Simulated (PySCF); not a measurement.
First hyperpolarisability: SMILES COC1=CC=CC12CCC2, C₉H₁₂O

Molfile (atoms numbered from 1):
```
C9H12O
     RDKit          3D

 22 23  0  0  0  0  0  0  0  0999 V2000
    2.9969   -0.1381   -0.5140 C   0  0  0  0  0  0  0  0  0  0  0  0
    1.5989   -0.2294   -0.4486 O   0  0  0  0  0  0  0  0  0  0  0  0
    1.0894   -1.4569   -0.3093 C   0  0  0  0  0  0  0  0  0  0  0  0
    1.6899   -2.6692   -0.2178 C   0  0  0  0  0  0  0  0  0  0  0  0
    0.6260   -3.6689   -0.0766 C   0  0  0  0  0  0  0  0  0  0  0  0
   -0.5827   -3.0710   -0.0834 C   0  0  0  0  0  0  0  0  0  0  0  0
   -0.3995   -1.5898   -0.2336 C   0  0  0  0  0  0  0  0  0  0  0  0
   -1.2604   -0.9110   -1.3391 C   0  0  0  0  0  0  0  0  0  0  0  0
   -2.2702   -0.4876   -0.2601 C   0  0  0  0  0  0  0  0  0  0  0  0
   -1.1701   -0.7065    0.7911 C   0  0  0  0  0  0  0  0  0  0  0  0
    3.2503    0.9238   -0.6246 H   0  0  0  0  0  0  0  0  0  0  0  0
    3.3920   -0.7010   -1.3780 H   0  0  0  0  0  0  0  0  0  0  0  0
    3.4644   -0.5326    0.4055 H   0  0  0  0  0  0  0  0  0  0  0  0
    2.7571   -2.8862   -0.2419 H   0  0  0  0  0  0  0  0  0  0  0  0
    0.8092   -4.7411    0.0192 H   0  0  0  0  0  0  0  0  0  0  0  0
   -1.5562   -3.5547    0.0046 H   0  0  0  0  0  0  0  0  0  0  0  0
   -0.7191   -0.0462   -1.7510 H   0  0  0  0  0  0  0  0  0  0  0  0
   -1.6012   -1.5541   -2.1632 H   0  0  0  0  0  0  0  0  0  0  0  0
   -2.7120    0.5168   -0.3378 H   0  0  0  0  0  0  0  0  0  0  0  0
   -3.0863   -1.2185   -0.1552 H   0  0  0  0  0  0  0  0  0  0  0  0
   -1.4353   -1.1787    1.7479 H   0  0  0  0  0  0  0  0  0  0  0  0
   -0.6029    0.2163    0.9844 H   0  0  0  0  0  0  0  0  0  0  0  0
  1  2  1  0
  2  3  1  0
  3  4  2  0
  4  5  1  0
  5  6  2  0
  6  7  1  0
  7  8  1  0
  8  9  1  0
  9 10  1  0
  7  3  1  0
 10  7  1  0
  1 11  1  0
  1 12  1  0
  1 13  1  0
  4 14  1  0
  5 15  1  0
  6 16  1  0
  8 17  1  0
  8 18  1  0
  9 19  1  0
  9 20  1  0
 10 21  1  0
 10 22  1  0
M  END
```

Computed with PySCF, quadratic response CAM-B3LYP/def2-SVPD first hyperpolarisability, Taylor convention, gas phase. Geometry: PBE0-D3(BJ)/def2-SVP.

Q: What is the first hyperpolarisability, and how does it disperse?

A: In au, Taylor convention; the vector part is βᵢ = ⅓ Σⱼ (βᵢⱼⱼ + βⱼᵢⱼ + βⱼⱼᵢ); β∥ is 3/5 of the vector part along the dipole, the dipole points from − to +:
| process | λ (nm) | β vector norm | β∥ | β HRS | depolarisation ratio |
| --- | --- | --- | --- | --- | --- |
| static β(0;0,0) | ∞ | 167.4 | 57.7 | 68.8 | 5.13 |
| second harmonic β(−2ω;ω,ω) | 1907 | 179.2 | 64.5 | 73.8 | 5.04 |
| Pockels β(−ω;ω,0) | 1907 | 171.1 | 59.9 | – | – |
| second harmonic β(−2ω;ω,ω) | 1064 | 213.7 | 85.5 | 88.8 | 4.80 |
| Pockels β(−ω;ω,0) | 1064 | 180.1 | 65.1 | – | – |

Q: Which lowest excitations, dipole and polarisabilities go with it?

A: S1 4.52 eV (f = 0.087); S2 5.62 eV (f = 0.002); S3 6.12 eV (f = 0.012); dipole 1.09 D; isotropic α 105.5 au static, 105.8 au at 1907 nm, 106.5 au at 1064 nm, 106.8 au at 953.5 nm, 110.1 au at 532 nm.
